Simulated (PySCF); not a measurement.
## Ce(IV) with different ligands

Computed with PySCF 2.14.0, PBE0, def2-SVP on the ligands, density fitting, scalar-relativistic core potentials, no spin-orbit coupling, vacuum. The metal has lcecp-2-SVP with ECP46. Each complex is relaxed within the symmetry of a template of the same shape. Distances are means of the shortest metal–ligand contacts, charges and spins Mulliken's. lcecp potentials hold a fixed number of 4f electrons in the core, out of states, spins and gaps.

```
   complex  point group  M–first ligand (Å)  charge on M (e)  strongest infrared band, degenerate modes summed (cm⁻¹)  unstable modes (below −25 cm⁻¹)
   [CeSF]+           Cs               2.270             1.44                                                      675                                0
   [CeOF]+           Cs               1.791             1.62                                                      983                                0
[CeO(OH)]+           Cs               1.800             1.50                                                     3847                                0
```

Question: What does the calculation give for [CeOCl]+?

Answer: point group: Cs, M–first ligand (Å): 1.789, charge on M (e): 1.46, strongest infrared band, degenerate modes summed (cm⁻¹): 980, unstable modes (below −25 cm⁻¹): 0.
```xyz
3

Ce    0.2695    0.0000   -0.5170
O     1.6196    0.0000    0.6567
Cl   -1.7298    0.0000    0.8786
```

One start shape was tried for each, so a minimum needn't be the lowest isomer.
